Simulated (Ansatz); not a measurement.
## Energy profile

The step: C₂H₇Ga ([CH3][GaH][CH3]) → C₂H₅Ga ([CH2][Ga][CH3]) + H₂; bonds formed: H2–H4; bonds broken: Ga1–H2, C3–H4 (atoms numbered as in the saddle structure below).

| atom | x (Å) | y (Å) | z (Å) |
| --- | --- | --- | --- |
| Ga1 | -0.3678 | -0.1589 | 0.1332 |
| H2 | 0.1366 | -1.2796 | -1.2539 |
| C3 | -1.0711 | 0.7991 | -1.3056 |
| H4 | 0.0324 | -0.3685 | -1.6190 |
| C5 | 0.8877 | -0.2515 | 1.6242 |
| H6 | -1.3323 | 1.8569 | -1.3129 |
| H7 | -1.6891 | 0.2134 | -1.9865 |
| H8 | 0.6783 | -1.1185 | 2.2513 |
| H9 | 1.9036 | -0.3425 | 1.2341 |
| H10 | 0.8215 | 0.6500 | 2.2352 |

Electronic energies by CCSD(T) at an estimated basis limit (MP2 extrapolated from triple and quadruple zeta, plus CCSD(T) − MP2 in triple zeta), on PBE0-D4/def2-TZVP structures; C$_{2}$H$_{7}$Ga, singlet; no counterpoise correction. Ansatz 0.2.0; basis: def2-TZVPP and def2-QZVPP; cores frozen in the correlated methods. Filled d shells of the heavier atoms are correlated. The def2 sets are not built for correlating such inner shells, so the correlated values are less sure here. Extrapolation: Hartree–Fock as exp(−7.88 √X), correlation as X^−2.97.

Task: Give the profile in eV, counted from the start structure. (An estimate is asked for; the value comes from the calculation.)

Result: The calculation gives:
| point | eV |
| --- | --- |
| start structure | 0.000 |
| saddle | 3.182 |
| end structure | 2.448 |
| separated: C$_{2}$H$_{5}$Ga (linked as [CH2][Ga][CH3]; Ga1, C3, C5, H6, H7, H8, H9, H10; singlet) + H$_{2}$ (H2, H4; singlet) | 2.535 |

The T1 diagnostic stays at or below 0.015. The restricted Hartree–Fock reference is unstable towards an unrestricted one at one or more of these structures.

For scale, one of the runs: CCSD(T)/def2-TZVPP, 208 basis functions, launched by `ansatz run in.yaml --threads 4 --pin off --events-out ev --progress --plain --max-ram 9574MiB`. The run took 44 s on 4 CPU threads of an Arm Neoverse V2 (shared host), with 2.8 GiB of host memory at its peak.
